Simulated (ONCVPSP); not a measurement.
Ca: one change to an ONCV potential, before and after

Ca (Z = 20), optimised norm-conserving Vanderbilt (ONCV), made with ONCVPSP 4.0.1 (PBE, scalar-relativistic). Core [Ar], reference 4s2. Waves: 4s: rc 3.00 bohr, ncon 4, nbas 7, qcut 2 1/bohr, 3 projectors, debl 2.4 Ha; p scattering state at 0.25 Ha: rc 3.00 bohr, ncon 4, nbas 8, qcut 3.1 1/bohr, 2 projectors, debl 2.6 Ha; d scattering state at 0.34 Ha: rc 2.25 bohr, ncon 4, nbas 8, qcut 4.9 1/bohr, 2 projectors, debl 3.6 Ha. Local part: polynomial inside 2.05 bohr (lpopt 5, dvloc0 6 Ha). Core correction: Teter function, fcfact 4, rcfact 1.35.

In the p channel the program set the typed energies aside and used 0.050, 2.650 Ha. In the d channel the program set the typed energies aside and used -0.072, 3.528 Ha.

Change: local potential polynomial inside 2.05 bohr (lpopt 5, dvloc0 3 Ha).

Cutoffs: the cutoffs (Ha) at which the residual kinetic energy of the hardest occupied pseudo-wave falls to 1 and 0.1 mHa per electron; they do not see the model core or the augmentation charge, which bear on the density cutoff. Errors are all-electron minus pseudo energies relative to the spin-unpolarised reference configuration.

Problem. What does the change do?

Solution. The potential gets neither clearly harder nor softer (1.8 Ha and 4.5 Ha → 1.8 Ha and 4.5 Ha); of the 4 tests that both files solve, the error grows in 0 and shrinks in 1 by more than 15 % and 0.3 meV (median size 5.4 → 5.4 meV); the range in which the p phases agree narrows (upper end at the end of the scan → 2.1); neither file shows a bound ghost.

| quantity | base | changed |
| --- | --- | --- |
| cutoff, loose | 1.8 Ha | 1.8 Ha |
| cutoff, tight | 4.5 Ha | 4.5 Ha |
| bound ghosts | none | none |
| GHOST(+) flags under 300 eV | none | s at 167.2 eV |
| error for 4s1, meV [ΔE 6.31 eV] | -8.9 | -8.9 |
| error for 4s1.5, meV [ΔE 2.50 eV] | -1.9 | -1.9 |
| error for 4s1 4p1, meV [ΔE 2.42 eV] | -0.8 | -0.3 |
| error for 3d1 4s0, meV [ΔE 7.69 eV] | +335 | +335 |
| s: phases at 3.05 bohr within 0.05 rad from the reference energy up to (Ha; the scan ends near 5) | to the end of the scan | to the end of the scan |
| p: phases at 3.05 bohr within 0.05 rad from the reference energy up to (Ha; the scan ends near 5) | to the end of the scan | 2.1 |
| d: phases at 2.28 bohr within 0.05 rad from the reference energy up to (Ha; the scan ends near 5) | 0.7 | 0.8 |
| rms error of d²Exc/dni dnj with the model core, mHa | 0.47 | 0.47 |

Base: The cutoffs count occupied waves only; projector 2 of the d channel, the hardest unoccupied one, needs 61 Ha at the loose tolerance. Changed file: The cutoffs count occupied waves only; projector 2 of the d channel, the hardest unoccupied one, needs 61 Ha at the loose tolerance.
